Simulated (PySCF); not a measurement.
C₂H₄ClNOSi, SMILES C[Si@@H](Cl)OC#N. Atoms are numbered in the order given.

```xyz
10

C     -1.6663     0.0586     1.1526
Si    -0.3114    -0.8065     0.2444
Cl    -0.5355    -0.5927    -1.7834
O      1.1861    -0.0855     0.6741
C      1.4116     1.1723     0.7325
N      1.6332     2.3105     0.8001
H     -1.5304    -0.0493     2.2398
H     -2.6456    -0.3597     0.8754
H     -1.6643     1.1312     0.9036
H     -0.0898    -2.2293     0.5726
```

Geometry optimised at PBE0-D3(BJ)/def2-SVP. The structure was generated by enumeration; whether it is a known compound was not checked. One conformer was computed; it need not be the lowest.

Level of theory: PySCF with TDDFT-PBE/def2-SVPD.

Vertical excitations. The molecule is in vacuum.

Problem. Give excitation energies, oscillator strengths and character. (The exact figures need the calculation; the answer reports its results.)

Solution. 
```tsv
state	energy (eV)	λ (nm)	f	main pairs
S1	6.37	195	0.002	HOMO→LUMO 98 %
S2	6.57	189	0.015	HOMO→LUMO+1 76 %, HOMO−1→LUMO 21 %
S3	6.63	187	0.007	HOMO−1→LUMO 71 %, HOMO→LUMO+1 15 %, HOMO−1→LUMO+1 13 %
S4	6.79	183	0.011	HOMO−1→LUMO+1 80 %
S5	6.85	181	0.003	HOMO→LUMO+2 93 %
S6	7.12	174	0.003	HOMO−1→LUMO+2 97 %
S7	7.23	171	0.001	HOMO−2→LUMO 97 %
S8	7.27	171	0.004	HOMO→LUMO+3 97 %
S9	7.43	167	0.011	HOMO−3→LUMO 95 %
S10	7.50	165	0.021	HOMO−2→LUMO+1 95 %
T1	6.17	201	0	HOMO→LUMO 97 %
T2	6.26	198	0	HOMO→LUMO+1 73 %
T3	6.40	194	0	HOMO−1→LUMO 82 %
T4	6.61	188	0	HOMO−1→LUMO+1 75 %
```
Triplets are in the Tamm–Dancoff approximation, which puts them higher than full response would, so one can lie above its singlet here.
